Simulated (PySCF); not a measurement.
Se, charge -1, doublet (in this run its highest filled SCF level lies above zero, so its values depend strongly on the basis, on diffuse functions most of all); BLYP/def2-TZVP (PySCF).

Here is a job for PySCF.
```python
from pyscf import gto, scf, dft

mol = gto.M(
    atom='''
Se    0.00000000    0.00000000    0.00000000
''',
    basis='def2-tzvp',
    charge=-1,
    spin=1,
    verbose=4,
)

mf = dft.UKS(mol)
mf.xc = 'blyp'
mf.kernel()
```

It wrote (shortened):

```
PySCF version 2.14.0

[INPUT] verbose = 4
[INPUT] num. atoms = 1
[INPUT] num. electrons = 35
[INPUT] charge = -1
[INPUT] spin (= nelec alpha-beta = 2S) = 1
[INPUT] symmetry False subgroup None
[INPUT] Mole.unit = angstrom
[INPUT] Symbol           X                Y                Z      unit          X                Y                Z       unit  Magmom
[INPUT]  1 Se     0.000000000000   0.000000000000   0.000000000000 AA    0.000000000000   0.000000000000   0.000000000000 Bohr   0.0

nuclear repulsion = 0
number of shells = 16
number of NR pGTOs = 103
number of NR cGTOs = 48
basis = def2-tzvp
ecp = {}

******** <class 'pyscf.dft.uks.UKS'> ********
method = UKS
initial guess = minao
damping factor = 0
level_shift factor = 0
DIIS = <class 'pyscf.scf.diis.CDIIS'>
diis_start_cycle = 1
diis_space = 8
diis_damp = 0
SCF conv_tol = 1e-09
SCF conv_tol_grad = None
SCF max_cycles = 50
direct_scf = True
direct_scf_tol = 1e-13
number electrons alpha = 18  beta = 17
XC library pyscf.dft.libxc version 7.1.2
    S. Lehtola, C. Steigemann, M. J. T. Oliveira, and M. A. L. Marques,  SoftwareX 7, 1–5 (2018)
XC functionals = blyp
    A. D. Becke,  Phys. Rev. A 38, 3098 (1988)
    C. Lee, W. Yang, and R. G. Parr,  Phys. Rev. B 37, 785 (1988)
    B. Miehlich, A. Savin, H. Stoll, and H. Preuss,  Chem. Phys. Lett. 157, 200 (1989)
radial grids:
    Treutler-Ahlrichs [JCP 102, 346 (1995); DOI:10.1063/1.469408] (M4) radial grids

becke partition: Becke, JCP 88, 2547 (1988); DOI:10.1063/1.454033
pruning grids: <function nwchem_prune>
grids dens level: 3
symmetrized grids: False
atomic radii adjust function: <function treutler_atomic_radii_adjust>
small_rho_cutoff = 0
Set gradient conv threshold to 3.16228e-05
tot grids = 20424
init E= -2400.60751017666

cycle= 1 E= -2401.55266112095  delta_E= -0.945  |g|= 0.277  |ddm|= 0.741

cycle= 2 E= -2401.5509127224  delta_E= 0.00175  |g|= 0.23  |ddm|= 1.23
cycle= 3 E= -2401.59109547355  delta_E= -0.0402  |g|= 0.113  |ddm|= 1.01

cycle= 4 E= -2401.59195547652  delta_E= -0.00086  |g|= 0.0696  |ddm|= 0.857
cycle= 5 E= -2401.59388311716  delta_E= -0.00193  |g|= 0.0491  |ddm|= 0.856

cycle= 6 E= -2401.59446131364  delta_E= -0.000578  |g|= 0.0382  |ddm|= 0.0268

cycle= 7 E= -2401.59482032089  delta_E= -0.000359  |g|= 0.0312  |ddm|= 0.0102
cycle= 8 E= -2401.59527987743  delta_E= -0.00046  |g|= 0.0189  |ddm|= 0.0403
cycle= 9 E= -2401.59552538651  delta_E= -0.000246  |g|= 0.00506  |ddm|= 0.0399
cycle= 10 E= -2401.59554384443  delta_E= -1.85e-05  |g|= 0.000875  |ddm|= 0.00605
cycle= 11 E= -2401.59554435548  delta_E= -5.11e-07  |g|= 0.000278  |ddm|= 0.00184
cycle= 12 E= -2401.59554441255  delta_E= -5.71e-08  |g|= 2.17e-05  |ddm|= 0.00122
cycle= 13 E= -2401.59554441281  delta_E= -2.54e-10  |g|= 1.15e-05  |ddm|= 2.7e-05
Extra cycle  E= -2401.59554441235  delta_E= 4.57e-10  |g|= 2.45e-05  |ddm|= 0.000207
converged SCF energy = -2401.59554441235  <S^2> = 0.75169923  2S+1 = 2.0016985
```
